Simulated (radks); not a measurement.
The numbers below are computed, except where a source is named.
Trend from Rb3+ to Xe3+: ionisation energy by Delta-SCF between NIST ground configurations, and size. Level of theory: Dirac Kohn-Sham, LDA (Slater exchange, Perdew-Wang correlation), spin-unpolarised, spherical densities, point nucleus; open shells fill j = l - 1/2 first (a radial shooting solver on a logarithmic mesh with Libxc functionals).

| species | configuration | configuration of the ion | IE (eV) | NIST (eV) | kind | outermost | <r> outermost (bohr) | r at 0.001 e/bohr^3 (bohr) |
|---|---|---|---|---|---|---|---|---|
| Rb3+ | [Ar] 3d10 4s2 4p4 | [Ar] 3d10 4s2 4p3 | 53.329 | 52.2 | semi-emp. | 4p3/2 | 1.58 | 3.21 |
| Sr3+ | [Ar] 3d10 4s2 4p5 | [Ar] 3d10 4s2 4p4 | 57.003 | 56.280 | semi-emp. | 4p3/2 | 1.50 | 3.15 |
| Zr3+ | [Kr] 4d1 | [Kr] | 34.488 | 34.418 | exp. | 4d3/2 | 1.83 | 3.24 |
| Nb3+ | [Kr] 4d2 | [Kr] 4d1 | 37.206 | 37.61 | exp. | 4d3/2 | 1.71 | 3.29 |
| Mo3+ | [Kr] 4d3 | [Kr] 4d2 | 39.822 | 40.3 | semi-emp. | 4d3/2 | 1.60 | 3.29 |
| Tc3+ | [Kr] 4d4 | [Kr] 4d3 | 42.367 | 41 | theory | 4d3/2 | 1.51 | 3.26 |
| Ru3+ | [Kr] 4d5 | [Kr] 4d4 | 44.439 | 45 | theory | 4d5/2 | 1.45 | 3.22 |
| Rh3+ | [Kr] 4d6 | [Kr] 4d5 | 46.857 | 42 | theory | 4d5/2 | 1.38 | 3.18 |
| Pd3+ | [Kr] 4d7 | [Kr] 4d6 | 49.240 | 46 | theory | 4d5/2 | 1.31 | 3.13 |
| Ag3+ | [Kr] 4d8 | [Kr] 4d7 | 51.593 | 49 | theory | 4d5/2 | 1.26 | 3.08 |
| Cd3+ | [Kr] 4d9 | [Kr] 4d8 | 53.922 | 51 | theory | 4d5/2 | 1.20 | 3.03 |
| In3+ | [Kr] 4d10 | [Kr] 4d9 | 56.230 | 55.45 | exp. | 4d5/2 | 1.16 | 2.98 |
| Sn3+ | [Kr] 4d10 5s1 | [Kr] 4d10 | 41.554 | 40.74 | exp. | 5s1/2 | 2.11 | 3.31 |
| Sb3+ | [Kr] 4d10 5s2 | [Kr] 4d10 5s1 | 44.810 | 43.80 | exp. | 5s1/2 | 2.01 | 3.43 |
| Te3+ | [Kr] 4d10 5s2 5p1 | [Kr] 4d10 5s2 | 37.777 | 37.416 | exp. | 5p1/2 | 2.17 | 3.58 |
| I3+ | [Kr] 4d10 5s2 5p2 | [Kr] 4d10 5s2 5p1 | 40.716 | 40.36 | exp. | 5p1/2 | 2.06 | 3.61 |
| Xe3+ | [Kr] 4d10 5s2 5p3 | [Kr] 4d10 5s2 5p2 | 41.866 | 42.2 | exp. | 5p3/2 | 2.03 | 3.62 |

Reference values: NIST Atomic Spectra Database (exp. = measured, semi-emp. = semi-empirical, theory = theoretical value adopted there). Spin polarisation and multiplet splitting are left out, so open shells lie too high by an amount that depends on their filling.

Beside tabulated values, note that spin-unpolarised runs miss the spin-polarisation part of the exchange energy of open shells.
